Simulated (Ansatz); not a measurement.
Species: CH$_{6}$Si$_{3}$, SMILES `C1=[SiH][SiH2][SiH2]1` (charge 0, multiplicity 1).

**Question.** Give a relaxed geometry from PBE0-D3(BJ)/def2-TZVP (Ansatz, a program for electronic structure).

**Answer.** the end point of this relaxation (outside a Z-matrix the atoms follow the SMILES, hydrogens last).
Cartesian coordinates (Å) in one orientation:
```xyz
10

C     -1.302     0.598     0.407
Si    -0.236     1.364    -0.711
Si     1.366    -0.296    -0.634
Si    -0.371    -0.953     0.818
H     -2.268     0.906     0.793
H     -0.451     2.670    -1.399
H      1.587    -1.059    -1.892
H      2.685     0.085    -0.062
H      0.038    -1.091     2.246
H     -1.049    -2.225     0.434
```
